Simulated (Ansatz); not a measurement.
Born–Oppenheimer molecular dynamics of FH$_{5}$O$_{2}$Si (9 atoms, charge 0, multiplicity 1). It starts at the highest image of a converged band, a first-order saddle point between two minima.

The calculation used RKS B3LYP-D4/def2-SVP (Ansatz 0.2.0).

- ensemble: NVE (velocity Verlet)
- time step: 0.5 fs
- steps asked: 200
- starting velocities drawn for: 300 K
- seed: 8740

First frame:

```xyz
9
Properties=species:S:1:pos:R:3
Si -0.434 -0.233 0.330
F 0.912 -1.648 0.364
H -1.309 -1.188 -0.389
H -0.252 -0.162 1.793
O -1.218 1.252 0.138
H 1.447 -0.723 -0.297
O 1.040 0.232 -0.710
H -1.651 1.390 -0.713
H 1.466 1.079 -0.515
```

Question: How far do the bonds stretch over the last three quarters of this one trajectory? (Pairs bonded in most of those frames.)

Answer: 
```csv
bond,mean (Å),spread (Å),shortest,longest
Si1–F2,1.640,0.035,1.59,1.71
Si1–H3,1.496,0.032,1.45,1.55
Si1–H4,1.482,0.016,1.46,1.51
Si1–O5,1.692,0.059,1.59,1.79
O5–H8,0.966,0.007,0.95,0.98
H6–O7,0.969,0.006,0.96,0.98
O7–H9,0.970,0.008,0.96,0.99
```

Mean temperature of the second half: 969 K. The conserved energy stayed within 0.057 meV per atom of its start (net change 0.03 meV per atom), so the integration is sound. The system heated up, since it started high on the potential surface and ran downhill. A run of 0.1 ps of so small a system gives no equilibrium averages. The orbitals stay closed-shell, which can raise the energy where a bond breaks towards radicals; this wasn't checked here.

Run time: 5.1 min on 2 threads of Arm Neoverse V1 (shared host), peak memory 0.16 GiB.
